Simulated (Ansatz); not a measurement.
CH$_{6}$GeO$_{3}$, SMILES `C[O][GeH]([OH])[OH]`, 11 atoms. The species carries charge 0 and has multiplicity 1. Correlated methods include outer-core shells of Ge, which these sets cover unevenly. Scalar relativity is left out up to krypton. All runs use 4 threads of an Arm Neoverse V1 on a shared host. Correlated methods freeze the cores.

(1) How many basis functions does each run have, and how long does it take in Ansatz? RKS r2SCANh-D4/def2-TZVPP energy; RKS ωB97M-V/def2-SVP energy; RKS LC-ωPBE/def2-TZVPP energy; RKS PBE0-D4/def2-QZVPP energy; RKS ωB97M-V/def2-QZVPP energy; RKS ωB97M-V/def2-TZVPP energy and forces; RHF-CCSD(T)/def2-TZVPP energy; RKS PBE0-D4/def2-SVP energy; RKS PBE0-D4/def2-TZVPP energy; RKS PBE0-D4/def2-TZVP frequencies; direct RPA on PBE orbitals/def2-TZVPP energy; RHF-CCSD(T)/def2-SVP energy. (Estimate.)

Results:

(1) Computed: Other jobs shared the machine, so times are rough.

```
                                level                job  functions  wall time  peak host memory (GiB)
                 RKS PBE0-D4/def2-SVP             energy        118      1.6 s                    0.48
               RKS LC-ωPBE/def2-TZVPP             energy        256      3.2 s                    0.48
               RKS PBE0-D4/def2-TZVPP             energy        256      3.7 s                    0.69
                 RKS ωB97M-V/def2-SVP             energy        118        6 s                    0.48
direct RPA on PBE orbitals/def2-TZVPP             energy        256        7 s                    0.62
            RKS r2SCANh-D4/def2-TZVPP             energy        256        7 s                    0.72
               RKS PBE0-D4/def2-QZVPP             energy        497       11 s                       2
                 RHF-CCSD(T)/def2-SVP             energy        118       14 s                     0.7
               RKS ωB97M-V/def2-TZVPP  energy and forces        256       14 s                    0.96
               RKS ωB97M-V/def2-QZVPP             energy        497       26 s                     2.3
                RKS PBE0-D4/def2-TZVP        frequencies        208    3.4 min                    0.59
               RHF-CCSD(T)/def2-TZVPP             energy        256    6.3 min                     6.3
```

LC-ωPBE has ω = 0.4 bohr⁻¹.
